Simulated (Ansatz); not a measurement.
System: GaBr2, charge 1, singlet. GaBr2+ (SMILES [Ga+]([Br])[Br]).
B3LYP-D3(BJ)/def2-TZVP minimum from Ansatz (a first-principles code):
```xyz
3

Ga     0.0000     0.0000     0.0000
Br     0.0000     0.0000     2.1837
Br     0.0000     0.0000    -2.1837
```
Charge +1, spin multiplicity 1.

Total energies in cc-pVTZ, 16 correlated electrons, 42 frozen orbitals. UHF or UKS for unpaired electrons; spin-orbit terms are left out. Cores are frozen in correlated methods (noble-gas shells, and filled d and f shells in the p block). No relativity. Spin-orbit terms, left out, reach several kcal/mol for Br and I, and more for heavier atoms. The spin of Br2Ga+ ([Br][Ga+][Br], singlet) was assumed, and the state is the lowest solution found for it.

```tsv
method	program	energy (Eh)	minus CCSDT(Q) (mEh)
HF	Ansatz	-7068.04638	408.45
MP2	Ansatz	-7068.40566	49.17
CCSD	Ansatz	-7068.43580	19.03
CCSD(T)	Ansatz	-7068.45289	1.93
CCSDT(Q)	Ansatz	-7068.45483	0.00
```

Rough core times of Ansatz's runs on a shared machine: CCSD(T) under 20 s, CCSDT(Q) 5 min.
